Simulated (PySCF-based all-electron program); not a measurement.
The numbers below are computed, except where a source is named.
Forces on Si4H10, singlet by several functionals

Method: all-electron DFT (in-house code on PySCF), basis-limit composite values; the spin-free Dirac equation, no spin–orbit coupling, spin-restricted. Forces are good to about 0.010 eV/Å. Atoms are numbered as listed.

| atom | x (Å) | y (Å) | z (Å) |
| --- | --- | --- | --- |
| Si | 0.0000 | 0.0000 | 0.0000 |
| Si | 2.2295 | 0.0000 | -0.7460 |
| H | 2.2609 | 0.0000 | -2.2427 |
| H | 2.9536 | -1.2156 | -0.2571 |
| H | 2.9536 | 1.2156 | -0.2571 |
| Si | -1.1148 | -1.9308 | -0.7460 |
| H | -1.1304 | -1.9580 | -2.2427 |
| H | -2.5296 | -1.9501 | -0.2571 |
| H | -0.4241 | -3.1657 | -0.2571 |
| Si | -1.1148 | 1.9308 | -0.7460 |
| H | -1.1304 | 1.9580 | -2.2427 |
| H | -0.4241 | 3.1657 | -0.2571 |
| H | -2.5296 | 1.9501 | -0.2571 |
| H | 0.0000 | 0.0000 | 1.5030 |

PBE forces:

| atom | Fx | Fy | Fz (eV/Å) |
| --- | --- | --- | --- |
| Si1 | 0.000 | 0.000 | 0.012 |
| Si2 | 0.006 | 0.000 | -0.011 |
| H3 | 0.000 | 0.000 | 0.033 |
| H4 | -0.015 | 0.024 | -0.008 |
| H5 | -0.015 | -0.024 | -0.008 |
| Si6 | -0.003 | -0.005 | -0.011 |
| H7 | 0.000 | 0.000 | 0.032 |
| H8 | 0.028 | 0.001 | -0.008 |
| H9 | -0.013 | 0.025 | -0.008 |
| Si10 | -0.003 | 0.005 | -0.011 |
| H11 | 0.000 | 0.000 | 0.032 |
| H12 | -0.013 | -0.025 | -0.008 |
| H13 | 0.028 | -0.001 | -0.008 |
| H14 | 0.000 | 0.000 | -0.028 |

(1) What forces does r2SCAN give?

Answers

(1) The forces move by 0.158 eV/Å (r.m.s. over the atoms) from PBE.

| atom | Fx | Fy | Fz (eV/Å) |
| --- | --- | --- | --- |
| Si1 | 0.000 | 0.000 | 0.090 |
| Si2 | 0.077 | 0.000 | -0.045 |
| H3 | -0.008 | 0.000 | 0.212 |
| H4 | -0.106 | 0.171 | -0.066 |
| H5 | -0.106 | -0.171 | -0.066 |
| Si6 | -0.039 | -0.067 | -0.045 |
| H7 | 0.004 | 0.007 | 0.212 |
| H8 | 0.201 | 0.007 | -0.066 |
| H9 | -0.094 | 0.177 | -0.066 |
| Si10 | -0.039 | 0.067 | -0.045 |
| H11 | 0.004 | -0.007 | 0.212 |
| H12 | -0.094 | -0.177 | -0.066 |
| H13 | 0.201 | -0.007 | -0.066 |
| H14 | 0.000 | 0.000 | -0.195 |
